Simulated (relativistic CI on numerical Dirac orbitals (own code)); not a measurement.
**Au III: calculation against measurement**

Computed by Dirac-Coulomb-Breit CI, KLI orbitals optimised for each configuration, QED by a radiative potential, valence Slater integrals scaled by 0.85, configuration energies shifted to the measured levels that pair with them (semi-empirical) (own radial code, finite nucleus).

CI space (outside the closed core [Xe] 4f14): 5d9, 5d8.6s, 5d7.6s2, 5d8.6p, 5d8.5f, 5d7.6s.6p, 5d8.7s, 5d8.6d, 5d8.7p, 5d7.5f2, 5d8.7d, 5d8.6f, 5d8.5g, 5d8.7f, 5d8.6g, 5d7.6s.7s, 5d7.6p2, 5d7.5f.6s. Levels of other configurations are missing.

```
Configuration  Term (tabulated)    J  Measured (cm⁻¹)  Computed  Error  Purity (%)
          5d9                2D  5/2              0.0         0      0          98
          5d9                2D  3/2          12694.0     11800   -894          97
       5d8.6s                4F  9/2          29753.6     29690    -64          96
       5d8.6s                4F  7/2          35076.7     35072     -5          69
       5d8.6s                4F  5/2          44425.9     44078   -348          59
       5d8.6s                2F  7/2          45740.5     45503   -237          65
       5d8.6s                4P  1/2          49438.9     50469   1030          86
       5d8.6s                2G  9/2          57818.6     57847     28          95
       5d8.6s                2P  1/2          58327.1     59537   1210          86
       5d8.6s                2G  7/2          58584.6     58589      5          91
```

Measured levels from Iglesias, J. Res. Natl. Bur. Stand. 64A, 481 (1960); pairs were made by configuration, J and term (by order where the table uses no LS term), so strongly mixed levels may be paired wrongly. Some J values or terms of the table were assigned by a fit.

Mean error by configuration (cm⁻¹): 5d9 -894; 5d8.6s 202. Over the excited levels the mean absolute error is 425 cm⁻¹ (9 of the 16 excited levels that our extract of the source holds in range could be paired, and the others can miss by more), and the median relative error of those above 1,000 cm⁻¹ is 0.52 %, both after the shifts were fitted to these levels, so that a configuration with one level shows no error.

Configurations whose levels could be paired with our table of measured levels were shifted onto them, all but the ground configuration, by the median error of their levels; single terms can still be off by 1,000 to 2,000 cm⁻¹ or more, and rates follow the energies as ν³ (E1, M1) or ν⁵ (E2). The others borrow a shift and can be off by several thousand cm⁻¹ or more. The fine structure of a lone outer electron comes out too small, for d and f at times inverted, and misplaced configurations move strength between like terms. 9 of the 16 excited levels that our extract of the measured tables holds in this range could be paired (the sources list more); they are missed by 425 cm⁻¹ on average and 1210 at most, after the shifts were fitted to these levels, and levels without a partner can miss by more.

Shifts applied (cm⁻¹): 5d9 0; 5d8.6s -4474.
